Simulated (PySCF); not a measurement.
# Peak assignment

Geometry:
| atom | x (Å) | y (Å) | z (Å) |
| --- | --- | --- | --- |
| C1 | -3.459 | 0.673 | 0.789 |
| C2 | -2.374 | 1.243 | 0.248 |
| C3 | -1.048 | 0.637 | 0.143 |
| C4 | -0.036 | 1.322 | -0.420 |
| C5 | 1.355 | 0.813 | -0.577 |
| F6 | 1.719 | 0.889 | -1.915 |
| C7 | 1.528 | -0.592 | -0.085 |
| C8 | 2.895 | -1.194 | -0.245 |
| F9 | 3.031 | -2.329 | 0.448 |
| F10 | 3.836 | -0.345 | 0.190 |
| F11 | 3.175 | -1.472 | -1.518 |
| C12 | 0.538 | -1.279 | 0.492 |
| C13 | -0.839 | -0.749 | 0.675 |
| H14 | -3.445 | -0.333 | 1.217 |
| H15 | -4.413 | 1.203 | 0.821 |
| H16 | -2.457 | 2.256 | -0.162 |
| H17 | -0.211 | 2.329 | -0.808 |
| H18 | 2.063 | 1.472 | -0.039 |
| H19 | 0.740 | -2.288 | 0.861 |
| H20 | -1.554 | -1.441 | 0.193 |
| H21 | -1.103 | -0.785 | 1.748 |

Theory: σ from GIAO-PBE0/pcSseg-1, PBE0-D3(BJ)/def2-SVP geometry, B3LYP/pcJ-1 coupling constants (spin–dipole term only in couplings to heteroatoms), in PySCF 2.14 (one averaged value for each set of equivalent atoms, one computed conformer, gas phase, relativity neglected).

Chemical shifts δ = σref − σ; 13C (σ = 184.41 ppm) and 1H (σ = 31.27 ppm) vs TMS, all at this level.

(1) Assign these signals to the numbered atoms. 13C{1H} NMR (computed): δ 146.0 (CH), 141.9 (C, d, J = 7.8 Hz), 139.5 (CH, qd, J = 5.3, 3.6 Hz), 133.9 (C, qd, J = 32.5, 16.7 Hz), 133.7 (CH, d, J = 16.5 Hz), 128.1 (C, q, J = 336.6 Hz), 122.3 (CH2), 80.4 (CH, d, J = 223.0 Hz), 27.9 (CH2).

(2) Assign these signals to the numbered atoms. 1H NMR (600 MHz, computed): δ 6.82 (m, 1H), 6.62 (ddd, J = 19.0, 12.3, 1.8 Hz, 1H), 6.14 (m, 1H), 5.72 (m, 1H), 5.54 (ddt, J = 12.3, 2.8, 1.1 Hz, 1H), 5.52 (ddd, J = 19.0, 3.2, 1.1 Hz, 1H), 2.99 (m, 1H), 2.82 (m, 1H).

Answers

(1) 
| δ (ppm) | atoms | environment | reason |
| --- | --- | --- | --- |
| 146.0 | C2 | alkene CH | an sp2 carbon of a C=C bond |
| 141.9 | C3 | fully substituted alkene carbon | an sp2 carbon of a C=C bond |
| 139.5 | C12 | alkene CH | an sp2 carbon of a C=C bond |
| 133.9 | C7 | fully substituted alkene carbon | the olefinic region |
| 133.7 | C4 | alkene CH | an sp2 carbon of a C=C bond |
| 128.1 | C8 | CF3 carbon | 3 electronegative neighbours deshield it |
| 122.3 | C1 | terminal =CH2 carbon | the olefinic region |
| 80.4 | C5 | allylic sp3 CH bonded to F | deshielded by the electronegative neighbour |
| 27.9 | C13 | allylic sp3 CH2 | aliphatic region, no heteroatom directly attached |

C7 and C4 lie closer than the usual error of such a calculation, so a measured spectrum could show them in the other order.

(2) 
| δ (ppm) | atoms | environment | reason |
| --- | --- | --- | --- |
| 6.82 | H19 | hydrogen on an alkene CH | attached to an sp2 carbon and in the plane of the double bond |
| 6.62 | H16 | hydrogen on an alkene CH | – |
| 6.14 | H17 | hydrogen on an alkene CH | – |
| 5.72 | H18 | hydrogen on an allylic sp3 CH bonded to F | its carbon carries F, which withdraws density |
| 5.54 | H15 | hydrogen on a terminal =CH2 carbon | attached to an sp2 carbon and in the plane of the double bond |
| 5.52 | H14 | hydrogen on a terminal =CH2 carbon | – |
| 2.99 | H20 | hydrogen on an allylic sp3 CH2 | allylic position |
| 2.82 | H21 | hydrogen on an allylic sp3 CH2 | – |

H15 and H14 lie closer than the usual error of such a calculation, so a measured spectrum could show them in the other order.

C–F couplings over four or more bonds (about 3 Hz to the para carbon of a fluoroarene) are left out. Common functionals overestimate the size of one-bond C–F couplings by tens of Hz; these are unscaled. Multiplet labels drop couplings under 1 Hz and merge nearly equal ones. Unscaled 3J(H,H) at this level run about 10 % above measured values. Shifts are as computed. Against solution values, carbons near 30 ppm lie about +2 ppm off and those near 130 ppm about +5 ppm. Of 1313 compounds with measured shifts, 239 miss one by over three times the rms of a fit or turn the order of signals round; such compounds aren't used in these exercises.
